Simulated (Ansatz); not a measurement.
Input file for Ansatz (a quantum-chemistry and plane-wave program): U-CCSD(T)/cc-pV(T+d)Z on ClHSi (SMILES [SiH]Cl), a point of a bond scan (R = 2.827 Å). Files ending in .json are basis or fitting sets from the Basis Set Exchange.

Ansatz 0.2 input:
```yaml
crystal:
  periodic: [false, false, false]
  atoms:
    - {symbol: Si, position_ang: [0.78708045, -0.22621477, 0.74859549]}
    - {symbol: H, position_ang: [1.83074512, -0.49356290, -0.33253173]}
    - {symbol: Cl, position_ang: [-1.29590912, 0.36986747, -1.06786353]}
basis:
  gaussian:
    orbitals: cc-pV_T+d_Z.json
correlation: {method: ccsd_t, electrons: outside_noble_gas}
scf: {omitted_lower_state_checks: [cluster_reference]}
magnetization: {spin_polarized: true, initial_magnetization: 0}
```

The log:

```
WARN ansatz: RAYON_NUM_THREADS=1 ignored (pool sized by the plan → 1); use --threads N
Functional definition: HF
these checks for a lower state are left out or cut short: cluster_reference
integrals: 0.14 GiB planned
552 factors; integrals over basis functions are off by at most 1.0e-3 eV
mean field: 0.20 GiB planned
mean field evaluation 1: about -20378.9833 eV, gradient 1.4e1 eV
mean field evaluation 2: about -20378.9843 eV, gradient 1.4e1 eV
mean field evaluation 4: about -20380.7167 eV, gradient 1.3e0 eV
mean field evaluation 8: about -20380.7445 eV, gradient 1.0e-3 eV
mean field evaluation 16: about -20380.7696 eV, gradient 1.4e-5 eV
mean field evaluation 32: about -20380.1812 eV, gradient 7.1e0 eV
mean field evaluation 64: about -20380.1112 eV, gradient 6.2e0 eV
mean field evaluation 96: about -20375.4987 eV, gradient 7.3e0 eV
mean field evaluation 128: about -20378.0873 eV, gradient 1.5e1 eV
mean field -20380.76959965 eV, -748.9794682055 hartree, gradient 2.4e-6 eV, S^2 0.207468; 14 other end points of the search recorded, 0 dependent functions left out
10 core orbitals not correlated
reference -20380.76959965 eV, -748.9794682055 hartree; 6, 6 occupied and 76, 76 virtual orbitals, 552 factors
second order -7.61545170 eV of doubles, -0.00000000 eV of singles
coupled cluster: 0.41 GiB planned
cycle   1  -8.22937952 eV  change   -6.1e-1 eV  update   9.5e-2
cycle   2  -8.49575890 eV  change   -2.7e-1 eV  update   4.8e-2
cycle   3  -8.64951506 eV  change   -1.5e-1 eV  update   4.0e-2
cycle   4  -8.67961932 eV  change   -3.0e-2 eV  update   2.5e-2
cycle   5  -8.70228403 eV  change   -2.3e-2 eV  update   1.7e-2
cycle   6  -8.73839732 eV  change   -3.6e-2 eV  update   1.1e-2
cycle   7  -8.74288600 eV  change   -4.5e-3 eV  update   5.2e-3
cycle   8  -8.74498457 eV  change   -2.1e-3 eV  update   2.1e-3
cycle   9  -8.74588020 eV  change   -9.0e-4 eV  update   9.9e-4
cycle  10  -8.74537420 eV  change    5.1e-4 eV  update   4.8e-4
cycle  11  -8.74543007 eV  change   -5.6e-5 eV  update   2.8e-4
cycle  12  -8.74561275 eV  change   -1.8e-4 eV  update   1.3e-4
cycle  13  -8.74569185 eV  change   -7.9e-5 eV  update   7.2e-5
cycle  14  -8.74570849 eV  change   -1.7e-5 eV  update   2.4e-5
cycle  15  -8.74570202 eV  change    6.5e-6 eV  update   9.8e-6
coupled cluster: 0.41 GiB planned
perturbative correction -0.40290760 eV, -0.0148065812 hartree
Total energy: -20389.91820928 eV, -749.3156734079 hartree
Checks for a lower state left out: cluster_reference
```

Self-consistency was reached. Its determinant has ⟨S²⟩ = 0.21, a mixture of spin states.

Cost: about 19 core-seconds (a rough figure).
